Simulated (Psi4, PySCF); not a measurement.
Here is a job for PySCF.
```python
from pyscf import gto, scf, dft

mol = gto.Mole()
mol.atom = '''
    C     0.000000   -0.000000    0.000000
    H    -0.028276    1.067041   -0.007283
    H     0.938235   -0.509006    0.007484
    H    -0.909960   -0.558035   -0.000202
'''
mol.basis = 'sto-3g'
mol.charge = 0
mol.spin = 1
mol.verbose = 4
mol.build()

mf = dft.UKS(mol)
mf.xc = 'b3lyp5'
mf.grids.atom_grid = (99, 590)
mf.grids.prune = None
mf.kernel()
```

Question: Give the equivalent Psi4 input.

Answer: Several could match; the one computed here: 
```
memory 2 GB

molecule {
0 2
C     0.00000000   -0.00000000    0.00000000
H    -0.02827582    1.06704109   -0.00728260
H     0.93823542   -0.50900640    0.00748446
H    -0.90995960   -0.55803469   -0.00020186
}

set {
  basis sto-3g
  reference uks
  scf_type pk
  puream true
  d_convergence 1e-8
  dft_radial_points 99
  dft_spherical_points 590
}

energy('b3lyp5')
print_variables()
```

Both were run: PySCF gave -39.310485 Eh and Psi4 -39.310485 Eh, 0.000 mEh apart.
